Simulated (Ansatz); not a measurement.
Geometry optimisation, RHF/def2-SVP (Ansatz 0.2.0).

input.yaml

```yaml
crystal:
  periodic: [false, false, false]
  atoms:
    - { symbol: Al, position_ang: [0.044204, 0.292471, 0.125112] }
    - { symbol: "N", position_ang: [0.041788, 0.136934, 1.984001] }
    - { symbol: H, position_ang: [-0.789337, 0.253077, 2.53185] }
    - { symbol: H, position_ang: [0.846241, 0.378714, 2.534014] }
    - { symbol: Cl, position_ang: [1.855803, 0.83818, -0.80411] }
    - { symbol: H, position_ang: [-1.294067, 0.200468, -0.675468] }
    - { symbol: O, position_ang: [0.415616, -2.588101, 0.728808] }
    - { symbol: H, position_ang: [-0.31474, -3.189178, 0.698573] }
    - { symbol: H, position_ang: [0.297991, -2.065766, 1.54152] }
basis:
  gaussian: { orbitals: def2-SVP }
hamiltonian:
  xc: hf
relax:
  f_tol: 0.03
  max_steps: 50
output:
  orbitals: {}
```

Launched with:

```bash
$ ansatz run input.yaml --threads 1 --pin off --max-ram 2048MiB --backend cpu --events-out ev --progress --plain --runs-dir out
```

Where does it end, and by what steps?

The forces met the threshold. After 13 steps the energy has fallen by 0.670 eV; H8 moved furthest, 0.77 Å. Joined: Al1–O7 (2.97 → 2.00 Å).

```json
{"step": "0", "energy less start (eV)": "0.0000", "largest force component (eV/Å)": "1.720", "accepted": "yes"}
{"step": "1", "energy less start (eV)": "-0.1403", "largest force component (eV/Å)": "1.563", "accepted": "yes"}
{"step": "2", "energy less start (eV)": "-0.3648", "largest force component (eV/Å)": "1.653", "accepted": "yes"}
{"step": "3", "energy less start (eV)": "-0.5542", "largest force component (eV/Å)": "1.216", "accepted": "yes"}
{"step": "4", "energy less start (eV)": "-0.6105", "largest force component (eV/Å)": "1.062", "accepted": "yes"}
{"step": "5", "energy less start (eV)": "-0.6459", "largest force component (eV/Å)": "0.682", "accepted": "yes"}
{"step": "6", "energy less start (eV)": "-0.6640", "largest force component (eV/Å)": "0.305", "accepted": "yes"}
{"step": "7", "energy less start (eV)": "-0.6636", "largest force component (eV/Å)": "0.593", "accepted": "no"}
{"step": "8", "energy less start (eV)": "-0.6681", "largest force component (eV/Å)": "0.033", "accepted": "yes"}
{"step": "9", "energy less start (eV)": "-0.6690", "largest force component (eV/Å)": "0.045", "accepted": "yes"}
{"step": "10", "energy less start (eV)": "-0.6695", "largest force component (eV/Å)": "0.047", "accepted": "yes"}
{"step": "11", "energy less start (eV)": "-0.6697", "largest force component (eV/Å)": "0.042", "accepted": "yes"}
{"step": "12", "energy less start (eV)": "-0.6696", "largest force component (eV/Å)": "0.047", "accepted": "no"}
{"step": "13", "energy less start (eV)": "-0.6698", "largest force component (eV/Å)": "0.014", "accepted": "yes"}
```

```xyz
9
Properties=species:S:1:pos:R:3
Al 0.039 -0.149 0.351
N 0.037 0.249 2.105
H -0.791 0.544 2.588
H 0.836 0.639 2.572
Cl 1.808 0.383 -0.739
H -1.322 -0.154 -0.454
O 0.313 -2.116 0.616
H -0.052 -2.812 0.085
H 0.236 -2.327 1.541
```

Whether the end is a true minimum wasn't checked by a vibrational analysis.

The run took 24 s on 1 thread of Arm Neoverse V2 (shared host), peak memory 0.16 GiB.
